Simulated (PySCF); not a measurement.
**SnH₃: one-bond stretch**

These are results of PySCF, UPBE0, basis Sn def2-TZVP with ECP28, H def2-TZVP (scalar-relativistic core potentials, no spin–orbit coupling, density fitting), not measurements.

Rigid scan from the doublet minimum (Sn–H 1.715 Å (×3); H–Sn–H 109.7° (×3)). Coordinate: the bond from Sn to the last atom (H) scaled, the rest fixed. Energies in kJ/mol from the minimum.

| scale of one bond | E (kJ/mol) | dipole size (D) | ⟨S²⟩ |
| --- | --- | --- | --- |
| 0.92 | 14.6 | 0.34 | 0.75 |
| 0.96 | 3.3 | 0.29 | 0.75 |
| 1.00 | 0.0 | 0.29 | 0.75 |
| 1.05 | 4.2 | 0.37 | 0.75 |
| 1.12 | 20.6 | 0.57 | 0.75 |
| 1.20 | 48.2 | 0.83 | 0.75 |
| 1.35 | 109.3 | 1.33 | 0.76 |
| 1.55 | 180.8 | – | 0.85 |
| 1.80 | 223.2 | – | 0.91 |
| 2.20 | 236.7 | – | 0.78 |

No spin–orbit coupling is included, which matters more the heavier the element.

Other isomers or separated fragments may lie lower.
